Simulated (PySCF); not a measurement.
This PySCF input asks for the NMR shieldings of `[H]/N=C/C(=C\[SiH2][SiH3])COC`, C5H13NOSi2; the geometry comes from GFN2-xTB.

```python
import basis_set_exchange as bse
import numpy as np
from pyscf import gto, dft
from pyscf.prop import nmr

atoms = """
C    -3.625534   -1.044932   -0.607866
O    -2.272642   -1.017965   -0.240596
C    -1.753788    0.289260   -0.190189
C    -0.304619    0.287511    0.214318
C     0.322134    1.596815    0.270500
N    -0.328744    2.647417    0.019174
C     0.368124   -0.833094    0.504832
Si    2.174992   -0.969638    1.016563
Si    3.593767   -0.177031   -0.632289
H    -4.243746   -0.486665    0.107021
H    -3.928897   -2.090445   -0.610393
H    -3.776217   -0.618228   -1.607920
H    -2.318885    0.903951    0.529080
H    -1.846940    0.782170   -1.171411
H     1.388703    1.575280    0.544737
H     0.197751    3.514957    0.081706
H    -0.195892   -1.752544    0.422219
H     2.386809   -2.391983    1.321332
H     2.345129   -0.264502    2.298014
H     2.875092    0.190578   -1.856290
H     4.620334   -1.149437   -1.013363
H     4.312657    1.027910   -0.201597
"""
names = dict.fromkeys(["C", "O", "N", "Si", "H"], "pcSseg-1")
basis = {el: gto.basis.parse(bse.get_basis(n, elements=[el], fmt="nwchem")) for el, n in names.items()}
mol = gto.M(atom=atoms, basis=basis, charge=0, verbose=0)
mf = dft.RKS(mol, xc="PBE0")
mf.grids.level = 2
mf.grids.alignment = dft.numint.BLKSIZE   # the property module wants whole blocks of grid points
mf.conv_tol = 1e-9
mf.kernel()

calc = nmr.RKS(mf)   # GIAO
C = mf.mo_coeff
Co = C[:, mf.mo_occ > 0]
resp = mf.gen_response(singlet=True, hermi=2)
def vind(x):   # induced exchange potential for any number of trial vectors
    d = np.einsum("pi,xij,qj->xpq", C, 2 * x.reshape(-1, C.shape[1], Co.shape[1]), Co, optimize=True)
    return np.einsum("xpq,pi,qj->xij", resp(d - d.transpose(0, 2, 1)), C, Co, optimize=True).ravel()
mo1, _ = nmr.rhf.solve_mo1(calc, with_cphf=vind)
sigma = calc.kernel(mo1)
for i, s in enumerate(sigma):   # ppm
    print("%2d %-2s %9.2f" % (i, mol.atom_pure_symbol(i), np.trace(s) / 3))
```

Question: Give the expected output.

Answer: 
```
 0 C     125.79
 1 O     321.77
 2 C     109.77
 3 C      24.25
 4 C      15.93
 5 N     -91.23
 6 C      47.74
 7 Si    443.33
 8 Si    463.59
 9 H      28.21
10 H      27.70
11 H      28.20
12 H      27.37
13 H      27.38
14 H      23.00
15 H      20.56
16 H      24.39
17 H      27.51
18 H      27.24
19 H      28.38
20 H      28.18
21 H      28.14
```

These numbers come from an equivalent density-fitted implementation of the same equations, which agrees with the script to about 0.01 ppm for H and up to a few tenths of a ppm for heavy atoms, so last digits may differ.

Question: Turn these shieldings into chemical shifts. Shifts are taken against calculated references (same method and geometry level): ¹³C (σ = 186.93 ppm) and ²⁹Si (σ = 349.16 ppm) and ¹H (σ = 31.72 ppm) vs TMS; ¹⁷O (σ = 336.08 ppm) against H2O; NH3 for ¹⁵N (σ = 267.73 ppm).

Answer: Averaging equivalent atoms: C 4: 171.0; C 3: 162.7; C 6: 139.2; C 2: 77.2; C 0: 61.1; O 1: 14.3; N 5: 359.0; Si 7: -94.2; Si 8: -114.4; H 15: 11.16; H 14: 8.71; H 16: 7.32; H 12/13: 4.34; H 17/18: 4.34; H 9/10/11: 3.68; H 19/20/21: 3.48 ppm. Experimental scales use liquid or dissolved standards, which lie at an offset from isolated NH3 (liquid NH3: subtract about 20 ppm) and H2O (liquid H2O: subtract about 36 ppm). Unscaled 15N shifts of sp2 nitrogen come out 20 to 40 ppm too high even then.

Size and cost of the density-fitted run: 232 basis functions, 120 s wall time on 1 thread of an Arm Neoverse N1, shared host; peak memory 1.1 GiB.
